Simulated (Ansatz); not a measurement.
Species: CH4BN, SMILES `BN=C` (charge 0, multiplicity 1).

**Question.** Give a relaxed geometry from PBE0-D3(BJ)/def2-TZVP run with Ansatz (a quantum-chemistry and plane-wave program).

**Answer.** the end point of this relaxation (outside a Z-matrix the atoms follow the SMILES, hydrogens last).
Bonded distances (Å): B1–N2 1.351, B1–H4 1.197, B1–H5 1.197, N2–C3 1.240, C3–H6 1.094, C3–H7 1.094. Angles (°): N2–B1–H4 118.6, N2–B1–H5 118.6, H4–B1–H5 122.7, B1–N2–C3 180.0, N2–C3–H6 121.4, N2–C3–H7 121.4, H6–C3–H7 117.1.
